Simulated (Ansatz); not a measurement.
Isolated molecules relaxed with PBE0-D4/def2-TZVP in Ansatz; ΔE leaves out vibrations. CCSD(T)/CBS is the MP2 limit (def2-TZVPP, def2-QZVPP) plus CCSD(T) − MP2 in def2-TZVPP, frozen cores. DFT in def2-TZVPP. B3LYP here is the variant with VWN-RPA as its local correlation; programs differ in this. One conformer a species, not always the lowest.

`O=C[SiH]([SiH3])S` → `[SiH3]S[SiH]1CO1`  (isomerisation)

Problem. Is it downhill or uphill in electronic energy at CCSD(T)/CBS, and by how much? (An estimate is asked.)

Solution. The calculation gave: Downhill: ΔE = -92.8 kJ/mol.

Problem. What do these levels give: r2SCAN-D4, B3LYP-D4, ωB97X-V, ωB97M-V, B2PLYP, PBE, B3LYP, SCS-MP2/def2-TZVPP, HF/def2-QZVPP, MP2/def2-QZVPP, HF/CBS(def2), MP2/CBS(def2)? (Estimate.)

Solution. Computed: r2SCAN-D4 -91.4, B3LYP-D4 -76.6, ωB97X-V -88.8, ωB97M-V -94.9, B2PLYP -86.8, PBE -74.8, B3LYP -77.3, SCS-MP2/def2-TZVPP -97.7, HF/def2-QZVPP -80.1, MP2/def2-QZVPP -110.9, HF/CBS(def2) -80.4, MP2/CBS(def2) -112.8 kJ/mol.

Largest T1 diagnostic among the species: 0.015.

In def2-TZVPP, CCSD(T) changes the Hartree–Fock value by −8.6 kJ/mol (the triples alone add +0.7 kJ/mol) and MP2 by −28.7 kJ/mol. From PBE to PBE0 (25 % exact exchange), in def2-TZVPP and without D4, ΔE moves by −11.4 kJ/mol.
